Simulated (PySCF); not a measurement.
H3As, charge +1, doublet, at a GFN2-xTB geometry (a state made from the parent by changing its charge; the spin is typed, not shown lowest). Base run: PySCF with PBE/STO-3G.

Here is a job for PySCF.
```python
from pyscf import gto, scf, dft

mol = gto.M(
    atom='''
As   -0.00081235   -0.00009111    0.04565690
H    -0.80100351   -1.13200543   -0.51889760
H    -0.56717943    1.26907846   -0.50994607
H     1.39499045   -0.13406654   -0.47783411
''',
    basis='sto-3g',
    charge=1,
    spin=1,
    verbose=4,
)

mf = dft.UKS(mol)
mf.xc = 'pbe'
mf.kernel()
```

Variants of this job, named by their change:

| change | ΔE vs base (mEh) | fitting functions |
|---|---|---|
| base | 0.000 | - |
| auxbasis = def2-universal-jfit | -14.669 | 91 |
| auxbasis = autoaux | -2.714 | 270 |
| auxbasis = even-tempered beta=3.0 | -117.1 | 139 |
| auxbasis = even-tempered beta=2.0 | -2.069 | 205 |
| auxbasis = cc-pvdz-jkfit | -2.378 | 240 |
| auxbasis = def2-universal-jkfit | -1.691 | 320 |
| auxbasis = def2-tzvp-ri | -8932.2 | 204 |
| auxbasis = default (with mf = mf.density_fit()) | -1.691 | 320 |
| auxbasis = cc-pvtz-jkfit | -2.345 | 297 |

A fitting set is made for a task (jfit for Coulomb, jkfit for Coulomb and exchange, ri for correlation) and for a family of orbital bases.

Open shells are given as the SCF converged; they aren't shown to be the lowest states, and a large step between rows can be another state.
